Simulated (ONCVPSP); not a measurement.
**O: one change to an ONCV potential, before and after**

```
Element                 : oxygen
Generator               : ONCVPSP 4.0.1
Type                    : optimised norm-conserving Vanderbilt (ONCV)
Functional              : PBE
Relativity              : scalar-relativistic
Frozen core             : [He]
Valence charge          : 6
Reference configuration : 2s2 2p3 (charge +1)
Partial waves           : 2s: rc 0.70 bohr, ncon 3, nbas 7, qcut 9.6 1/bohr, 2 projectors, debl 0.3 Ha; 2p: rc 1.75 bohr, ncon 5, nbas 8, qcut 7.8 1/bohr, 2 projectors, debl 3.3 Ha; d scattering state at 0.31 Ha: rc 1.35 bohr, ncon 4, nbas 7, qcut 6.5 1/bohr, 1 projector
Local potential         : polynomial inside 0.45 bohr (lpopt 5, dvloc0 6 Ha)
Core correction         : polynomial model core, fcfact 0.6
```

In the s channel the program set the typed energies aside and used -1.458, 0.250 Ha.

All-electron outer shells of the reference configuration (PBE, scalar-relativistic, ld1.x):

```csv
shell,level (eV),outermost node (bohr),outermost maximum (bohr)
1s,-533.57,–,0.13
2s,-39.66,0.28,0.86
2p,-24.45,–,0.79
```

Change: all radii but the core radius scaled by about 1.22 (s 0.86, p 2.14, d 1.64 bohr); local potential polynomial inside 0.54 bohr (lpopt 5, dvloc0 6 Ha).

Cutoffs: the cutoffs (Ha) at which the residual kinetic energy of the hardest occupied pseudo-wave falls to 1 and 0.1 mHa per electron; they do not see the model core or the augmentation charge, which bear on the density cutoff. Errors are all-electron minus pseudo energies relative to the spin-unpolarised reference configuration.

How do hardness, ghosts and transferability respond?

The potential gets softer (42 Ha and 81 Ha → 37 Ha and 48 Ha); of the 4 tests that both files solve, the error grows in 4 and shrinks in 0 by more than 15 % and 0.3 meV (median size 490.5 → 883.7 meV); neither file shows a bound ghost. A larger radius leaves more room for a smooth pseudo-wave, so fewer plane waves are needed. More of the atom is replaced by a form fitted at one configuration, so other configurations suffer.

| quantity | base | changed |
| --- | --- | --- |
| cutoff, loose | 42 Ha | 37 Ha |
| cutoff, tight | 81 Ha | 48 Ha |
| loose cutoff by channel | s 42 Ha, p 25 Ha | s 37 Ha, p 20 Ha |
| bound ghosts | none | none |
| GHOST(+) flags under 300 eV | d at 199.4 eV | none |
| error for 2s2 2p4, meV [ΔE -16.43 eV] | +44 | +92 |
| error for 2s2 2p2, meV [ΔE 33.59 eV] | +137 | +260 |
| error for 2s2 2p1, meV [ΔE 87.45 eV] | +844 | +1508 |
| error for 2s2 2p0, meV [ΔE 164.36 eV] | +2721 | +4626 |
| rms error of d²Exc/dni dnj with the model core, mHa | 2.18 | 1.89 |
